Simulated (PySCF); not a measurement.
Precursor series Zr NH2-H. Gas-phase values, no solvent. One relaxed conformer stands for each flexible species; it need not be the lowest.

All values below come from TPSSh-D3(BJ)/def2-TZVP // BP86-D3(BJ)/def2-SVP run with PySCF. All candidates: neutral, multiplicity 1. 

```yaml
LUMO: -2.36 eV
HOMO–LUMO gap: 4.91 eV
HOMO: -7.28 eV
```

Which member has these values?
(A) [Zr(NH2)2(H)2]
(B) [Zr(NH2)(H)3]
(C) [Zr(NH2)3(H)]
(D) [Zr(H)4]

B, [Zr(NH2)(H)3]. The others give [Zr(NH2)3(H)]: -0.42 eV, 5.97 eV, -6.39 eV; [Zr(H)4]: -2.90 eV, 5.05 eV, -7.96 eV; [Zr(NH2)2(H)2]: -1.66 eV, 5.11 eV, -6.78 eV
